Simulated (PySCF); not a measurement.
Compound: C6H12Se.
Cartesian coordinates in Å at the PBE0-D3(BJ)/def2-SVP level; atoms count from 1:
```xyz
19
C6H12Se angstrom
C     -3.4908    0.5254   -0.8719
C     -2.1710    0.6963   -0.9586
C     -1.1421   -0.2366   -0.3991
C     -0.2991    0.4303    0.6818
Se     1.0599   -0.7194    1.4803
C      2.1634   -1.0323   -0.1018
C      2.8078    0.2093   -0.6833
H     -3.9203   -0.3529   -0.3785
H     -4.1909    1.2511   -1.2940
H     -1.7850    1.5942   -1.4597
H     -1.6236   -1.1378    0.0122
H     -0.4812   -0.5766   -1.2164
H     -0.9317    0.7321    1.5307
H      0.1845    1.3459    0.3066
H      1.5580   -1.5662   -0.8501
H      2.9234   -1.7454    0.2536
H      3.4522   -0.0527   -1.5385
H      3.4240    0.7262    0.0673
H      2.0562    0.9255   -1.0496
```

Method: PySCF 2.14.0, density-fitted response routines, TDDFT B3LYP/def2-SVPD, vertical, gas phase, core orbitals frozen in the response. The B3LYP/def2-SVPD calculation is non-relativistic and has no spin–orbit coupling, an omission that weighs most on selenium.

Ground-to-excited transition dipoles (e·a0, same axes as the geometry; the sign carries no meaning), for the states with f of 0.002 or more among the lowest 7:

```tsv
state	E (eV)	μx	μy	μz
S1	4.608	0.151	-0.012	0.051
S2	5.058	-0.170	0.006	-0.141
S3	5.378	0.521	0.257	-0.018
S4	5.528	-0.003	0.340	0.043
S5	5.920	-0.093	0.093	-0.343
S6	6.236	-0.046	-0.035	0.148
S7	6.494	0.310	0.257	0.147
```

Q: Work out the oscillator strengths.

A: f = (2/3) ΔE |μ|² with ΔE in hartree (27.2114 eV).

```tsv
state	|μ|² (au)	|μ| (D)	f
S1	0.026	0.41	0.003
S2	0.049	0.56	0.006
S3	0.338	1.48	0.045
S4	0.117	0.87	0.016
S5	0.135	0.93	0.020
S6	0.025	0.41	0.004
S7	0.184	1.09	0.029
```

Q: Which bond between heavy atoms lies closest to the direction of the S3 transition dipole?

A: C1–C2, at 19° from it; next C6–C7 at 41°.

Q: What angle do the transition dipoles of S4 and S7 make?

A: |cos θ| = |μa·μb| / (|μa| |μb|) = 0.63, so θ ≈ 51° (taken between 0 and 90°, since the signs are arbitrary).

Q: How is the summed strength of these states shared among x, y and z?

A: (2/3) Σ ΔE μα² gives 0.059 for x, 0.036 for y and 0.027 for z, 0.122 in all.

The vertical ionisation energy (ΔSCF) is 8.03 eV, 1.54 eV above S7.

Hardware: one thread, Arm Neoverse V1 (shared host). Cost: 2.1 min.

One conformer stands for the species.
